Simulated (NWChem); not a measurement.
Species: C2H6N cation; SMILES C[NH+]=C

```xyz
9

C      0.2258    -1.2341     0.0000
N     -0.4067    -0.1281     0.0000
C      0.1707     1.2087     0.0000
H      1.3220    -1.2344     0.0000
H     -0.3296    -2.1783     0.0000
H     -1.4318    -0.1683     0.0000
H     -0.1786     1.7448     0.8944
H      1.2649     1.1415     0.0000
H     -0.1786     1.7448    -0.8944
```
Atoms are numbered in this order, from 1.

All runs: NWChem. Pople sets run with spherical d functions. Structure relaxed at the PBE0/def2-SVP level.

**Question.** What does the run give for OLYP/6-31G*? Quantities: highest occupied level (eV); orbital gap (eV).

**Answer.** The highest occupied level (eV) comes out as -14.50. The orbital gap (eV) comes out as 5.85.
